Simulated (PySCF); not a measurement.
A run for PySCF: R-M06-2X/def2-TZVPP on H5InSi (SMILES [SiH3][InH2]), a point of a torsion scan. Elements past Kr take the def2 small-core potentials; no spin–orbit coupling.

```python
from pyscf import gto, dft

mol = gto.M(
    atom='''
    Si   -1.18664297   -0.07673122   -0.01157438
    In    1.39398545    0.14741730   -0.04384392
    H    -1.77511042    0.56090506   -1.20356487
    H    -1.59369855   -1.49375303   -0.00509394
    H    -1.77237180    0.56470000    1.17981542
    H     2.34954237    1.32064818   -0.97519577
    H     2.56785895   -0.83607289    0.85730345
    ''',
    basis='def2-tzvpp',
    ecp={'In': 'def2-tzvpp'},
    charge=0, spin=0, verbose=4, max_memory=1800)
mf = dft.RKS(mol, xc='m062x').density_fit(auxbasis='def2-universal-jkfit')
mf.grids.level = 4
mf.conv_tol = 1e-9
mf.max_cycle = 150
mf.kernel()
mf.dip_moment()
```

Output:

```
PySCF version 2.14.0

[INPUT] verbose = 4
[INPUT] num. atoms = 7
[INPUT] num. electrons = 40
[INPUT] charge = 0
[INPUT] spin (= nelec alpha-beta = 2S) = 0
[INPUT] symmetry False subgroup None
[INPUT] Mole.unit = angstrom
[INPUT] Symbol           X                Y                Z      unit          X                Y                Z       unit  Magmom
[INPUT]  1 Si    -1.186642970000  -0.076731220000  -0.011574380000 AA   -2.242430220940  -0.145000991004  -0.021872408262 Bohr   0.0
[INPUT]  2 In     1.393985450000   0.147417300000  -0.043843920000 AA    2.634250722129   0.278578323023  -0.082853001027 Bohr   0.0
[INPUT]  3 H     -1.775110420000   0.560905060000  -1.203564870000 AA   -3.354472534662   1.059956945283  -2.274407977448 Bohr   0.0
[INPUT]  4 H     -1.593698550000  -1.493753030000  -0.005093940000 AA   -3.011653784616  -2.822784124439  -0.009626151495 Bohr   0.0
[INPUT]  5 H     -1.772371800000   0.564700000000   1.179815420000 AA   -3.349297292902   1.067128342542   2.229528021339 Bohr   0.0
[INPUT]  6 H      2.349542370000   1.320648180000  -0.975195770000 AA    4.439991597362   2.495663367105  -1.842852923134 Bohr   0.0
[INPUT]  7 H      2.567858950000  -0.836072890000   0.857303450000 AA    4.852550142013  -1.579948782274   1.620068726145 Bohr   0.0

nuclear repulsion = 102.733907533957
number of shells = 60
number of NR pGTOs = 234
number of NR cGTOs = 162
basis = def2-tzvpp
ecp = {'In': 'def2-tzvpp'}


******** <class 'pyscf.df.df_jk.DFRKS'> ********
method = DFRKS
initial guess = minao
damping factor = 0
level_shift factor = 0
DIIS = <class 'pyscf.scf.diis.CDIIS'>
diis_start_cycle = 1
diis_space = 8
diis_damp = 0
SCF conv_tol = 1e-09
SCF conv_tol_grad = None
SCF max_cycles = 150
direct_scf = False
XC library pyscf.dft.libxc version 7.1.2
    S. Lehtola, C. Steigemann, M. J. T. Oliveira, and M. A. L. Marques,  SoftwareX 7, 1–5 (2018)
XC functionals = m062x
    Y. Zhao and D. G. Truhlar,  Theor. Chem. Acc. 120, 215 (2008)
    Y. Zhao and D. G. Truhlar,  Theor. Chem. Acc. 120, 215 (2008)
radial grids:
    Treutler-Ahlrichs [JCP 102, 346 (1995); DOI:10.1063/1.469408] (M4) radial grids

becke partition: Becke, JCP 88, 2547 (1988); DOI:10.1063/1.454033
pruning grids: <function nwchem_prune>
grids dens level: 4
symmetrized grids: False
atomic radii adjust function: <function treutler_atomic_radii_adjust>
small_rho_cutoff = 0
Set gradient conv threshold to 3.16228e-05
Initial guess from minao.
tot grids = 139592
******** <class 'pyscf.df.df.DF'> ********
auxbasis = def2-universal-jkfit
init E= -449.398962193839
  HOMO = -0.570210276247598  LUMO = -0.434886743727921  gap/eV = 3.68234
cycle= 1 E= -481.782163743108  delta_E= -32.4  |g|= 1.88  |ddm|=   46
  HOMO = -0.151882378162976  LUMO = 0.0207587941099357  gap/eV = 4.69781
cycle= 2 E= -481.815754315966  delta_E= -0.0336  |g|= 2.13  |ddm|= 6.78
  HOMO = -0.286974121708645  LUMO = -0.0404689233269883  gap/eV = 6.70775
cycle= 3 E= -482.493716802373  delta_E= -0.678  |g|= 0.0614  |ddm|= 2.24
  HOMO = -0.312521007716065  LUMO = -0.0633273093241695  gap/eV = 6.78091
cycle= 4 E= -482.495262635665  delta_E= -0.00155  |g|= 0.0193  |ddm|= 0.159
  HOMO = -0.309362076291768  LUMO = -0.0594914394433559  gap/eV = 6.79933
cycle= 5 E= -482.495386745438  delta_E= -0.000124  |g|= 0.00515  |ddm|= 0.0343
  HOMO = -0.309869059428112  LUMO = -0.0595532787150634  gap/eV = 6.81144
cycle= 6 E= -482.495393993153  delta_E= -7.25e-06  |g|= 0.0014  |ddm|= 0.0104
  HOMO = -0.309826336461299  LUMO = -0.0596414875442195  gap/eV = 6.80788
cycle= 7 E= -482.495394574769  delta_E= -5.82e-07  |g|= 0.000335  |ddm|= 0.0024
  HOMO = -0.309876977908281  LUMO = -0.0596652437093676  gap/eV = 6.80861
cycle= 8 E= -482.495394609255  delta_E= -3.45e-08  |g|= 5.77e-05  |ddm|= 0.000452
  HOMO = -0.309867766402888  LUMO = -0.0596596537267161  gap/eV = 6.80851
cycle= 9 E= -482.495394610438  delta_E= -1.18e-09  |g|= 2.05e-05  |ddm|= 0.000107
  HOMO = -0.309869234448875  LUMO = -0.0596589908489915  gap/eV = 6.80857
cycle= 10 E= -482.495394610536  delta_E= -9.82e-11  |g|= 2.23e-06  |ddm|= 2.75e-05
  HOMO = -0.309869556320266  LUMO = -0.0596594475677004  gap/eV = 6.80856
Extra cycle  E= -482.495394610536  delta_E= 2.27e-13  |g|= 1.22e-06  |ddm|= 7.57e-06
converged SCF energy = -482.495394610536
Dipole moment(X, Y, Z, Debye): -0.73885, -0.06791,  0.02108
```

The run converged.

Cost: very roughly 28 core-seconds.
